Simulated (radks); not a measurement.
Results of a calculation; reference values are marked as such.
These are the eigenvalues of the occupied orbitals of an atom or ion with whole-number occupations (hartree). Level of theory: Dirac Kohn-Sham, PBE, spin-unpolarised, spherical densities, finite nucleus; Fermi nuclear charge, rms radius of each element as measured or else 0.836 A^(1/3) + 0.57 fm (a radial shooting solver on a logarithmic mesh with Libxc functionals).

1s1/2: -554.9264
2s1/2: -76.38071
2p1/2: -69.52664
2p3/2: -67.29175
3s1/2: -13.52123
3p1/2: -11.06279
3p3/2: -10.72578
3d3/2: -6.42228
3d5/2: -6.36470
4s1/2: -3.43425
4p1/2: -2.78237

Which element is it, and in what charge state? The configuration may be excited. Open shells, if any, fill j = l - 1/2 first.

Answer. Z = 37, rubidium, charge +5: Rb5+ in [Ar] 3d10 4s2 4p2. The list shows which subshells hold electrons but not how many an open one holds; the 1s level, -554.93 hartree, gives Z - s = 33.3 by -(Z - s)^2/2, which with screening and relativity narrows Z to a few neighbours, and the depths of the outer levels then fix element, charge and occupations together.
